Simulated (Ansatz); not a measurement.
In4N4H16⁺, a cluster cut from zinc blende InN (hydrogen-capped), relaxed as a doublet with UKS r2SCAN-D4/def2-SVP in Ansatz, starting from the r2SCAN-D4/def2-SVP geometry of the neutral singlet. Force threshold 0.03 eV/Å.

In the def2 sets In takes a core potential; there is no spin–orbit coupling.

Start:

```xyz
24

N     0.676    1.468    1.425
N    -1.935    0.235   -0.930
N    -0.151   -1.836    1.132
N     1.406    0.129   -1.624
In    0.565   -0.383    2.672
In   -2.183   -1.669    0.214
In    2.179    1.681   -0.215
In   -0.549    0.382   -2.677
H     0.914    2.211    2.091
H    -0.256    1.740    1.099
H    -2.864    0.413   -1.328
H    -1.802    1.027   -0.294
H    -0.171   -2.736    1.624
H     0.561   -1.984    0.411
H     1.474   -0.804   -1.206
H     2.102    0.095   -2.378
H    -0.779   -0.185    3.739
H     2.212   -0.784    3.004
H    -3.231   -1.317    1.542
H    -2.281   -2.893   -1.000
H     1.851    3.186   -0.998
H     3.646    1.061    0.455
H    -0.560    2.033   -3.184
H    -0.822   -1.070   -3.573
```

```json
{"step": "1", "energy (eV)": "-26909.1492", "largest force component (eV/Å)": "0.310", "SCF passes": "37"}
{"step": "2", "energy (eV)": "-26909.1842", "largest force component (eV/Å)": "0.156", "SCF passes": "22"}
{"step": "3", "energy (eV)": "-26909.2237", "largest force component (eV/Å)": "0.021", "SCF passes": "23"}
```

Force components are those of the run's own axes.

End:

```csv
atom,x (Å),y (Å),z (Å)
N1,0.595,1.490,1.396
N2,-1.922,0.302,-0.876
N3,-0.092,-1.846,1.070
N4,1.412,0.048,-1.587
In5,0.554,-0.375,2.614
In6,-2.137,-1.633,0.209
In7,2.131,1.645,-0.210
In8,-0.536,0.374,-2.619
H9,0.831,2.237,2.062
H10,-0.337,1.761,1.071
H11,-2.852,0.483,-1.273
H12,-1.788,1.092,-0.240
H13,-0.109,-2.749,1.560
H14,0.620,-1.993,0.349
H15,1.478,-0.883,-1.168
H16,2.110,0.011,-2.341
H17,-0.756,-0.154,3.733
H18,2.191,-0.810,2.997
H19,-3.238,-1.302,1.510
H20,-2.264,-2.901,-0.970
H21,1.848,3.184,-0.962
H22,3.639,1.055,0.417
H23,-0.590,2.019,-3.173
H24,-0.786,-1.055,-3.572
```

By distances, no bond broke or formed. The bond that changes most is In7–H22, from 1.73 to 1.74 Å (atoms count from 1).

No frequencies were taken in this run, so the end may be a saddle point.

Hardware: 2 threads of AMD EPYC 7R13 on a shared host and a share (18 GiB) of an NVIDIA H100 80GB HBM3. Wall time 11 s, peak host memory 0.99 GiB.
